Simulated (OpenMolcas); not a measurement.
## In2+: CASPT2 settings compared

| Property | Result |
| --- | --- |
| Program | OpenMolcas 26.06 |
| Basis | ANO-RCC-VQZP [8s7p5d3f2g] |
| Scalar Hamiltonian | DKH2, point nucleus |
| Active space | 1 electron in 8 orbitals (5s 5p 6s 6p) |
| State averaging | 2S+1 = 2 even, 1 root; 2S+1 = 2 odd, 3 roots |
| Spin-orbit coupling | state interaction with AMFI integrals over the reference wave functions, term energies averaged over their components |

Methods on the same reference wave functions:
A. CASSCF
B. SS-CASPT2, IPEA 0.35 Eh, sigma2 regulariser 0.5 Eh (closed shells correlated: 4d)
C. XMS-CASPT2, IPEA 0.15 Eh, sigma1 regulariser 0.4 Eh (closed shells correlated: 4s 4p 4d)
D. XMS-CASPT2, IPEA 0.1 Eh, imaginary shift 0.2 Eh (closed shells correlated: 4d)

Energies in cm⁻¹ above 5s ²S_1/2, the measured ground level; measured values from Moore, Atomic Energy Levels, vol. III, NSRDS-NBS 35 (1971 reprint of NBS Circular 467, 1958).

```tsv
Level	A	B	C	D	Measured
5s ²S_1/2	0.0	0.0	0.0	0.0	0.0
5p ²P°_1/2	54215	57813	58191	57585	57181
5p ²P°_3/2	57685	61284	61661	61055	61523
```

Deviations, from unrounded energies. A percentage is the sum of absolute deviations over the sum of measured energies, with the sign that they share, or ± where signs differ.

```csv
Against measurement,Levels,A,B,C,D
mean absolute deviation (cm-1),2,3400,440,570,440
other configurations (%),2,-5.7,±0.7,+1.0,±0.7
```

B, D lie about equally close to measurement and A furthest from it. The largest miss of D in the table is 5p ²P°_3/2, by -470 cm-1. The ranking rests on the paired levels alone, and a cruder setting can come out closer through cancelling errors.

Among B to D the level of the table that moves most is 5p ²P°_1/2, by 610 cm-1 (lowest in D, highest in C).

The two smallest mean deviations differ by little beside CASPT2's spread within terms, so their order carries little weight.

The lowest spin-free term lies below A's lowest term by 0.407 hartree in B, 0.692 hartree in C, 0.408 hartree in D.

With one active electron outside closed inactive shells, the extra shells (6p 6s) add no correlation to the reference. With one active electron the reference holds no correlation, so core polarisation is missing (holds for A). With one active electron, CASPT2 adds the correlation within the correlated inactive shells and between them and that electron, and leaves the splitting within a term as the reference gives it (holds for B; C; D). Measured partners are found by configuration, term and J. A level has none where our copy of the source lacks it or the pairing is in doubt (some pairs that miss far off the trend of their configuration count as doubtful), and it then counts in no deviation. Only configurations of the active space appear.

° marks odd parity.
